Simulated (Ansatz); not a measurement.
The same path of H2 + H2O2Zn (7 atoms, charge 0, multiplicity 1) was run twice with different band settings. Lost on the way: H6–H7. Made: Zn1–H6, O2–H7.

The calculation used RKS B3LYP/def2-SVP in Ansatz 0.2.0.

Relaxed end points:

```xyz
7
Properties=species:S:1:pos:R:3
Zn -0.521 -0.016 -0.198
O -0.218 0.306 1.528
H -0.474 -0.419 2.113
O -0.903 -0.186 -1.922
H -0.149 -0.457 -2.463
H 2.661 -0.801 1.938
H 1.982 -0.468 1.832
```

```xyz
7
Properties=species:S:1:pos:R:3
Zn 1.346 -0.290 0.016
O -0.052 0.045 1.705
H -0.689 -0.043 0.948
O -0.338 -0.409 -0.712
H -0.512 -0.333 -1.655
H 2.863 -0.314 0.227
H -0.240 -0.696 2.298
```

Common settings: spring 5.0 eV/Å²; optimiser quadratic models (default); start path through a guess of the saddle point; force threshold 0.05 eV/Å; iteration limit 60; end points relaxed.

| run | movable images | climbing image |
| --- | --- | --- |
| 1 | 7 | yes |
| 2 | 4 | no |

Q: What does each run give, and how far can it be trusted?

A: Run 1: converged after 15 iterations, highest image 0.878 eV above the first end. A vibrational analysis at the climbing image gives one clearly imaginary mode, 1201i cm⁻¹: a first-order saddle point.
Run 2: converged after 37 iterations, highest image 0.542 eV above the first end. Beside the main top the profile has a ripple of under 15 meV (maxima at images 1, 3), which may be a very shallow well or noise. No image climbed, so the highest image needn't sit at the top of the path. A band with more images between the same ends climbed to 0.88 eV, so this one has probably stepped over the top.
The orbitals stay closed-shell, which can raise the energy where a bond breaks towards radicals; this wasn't checked here.
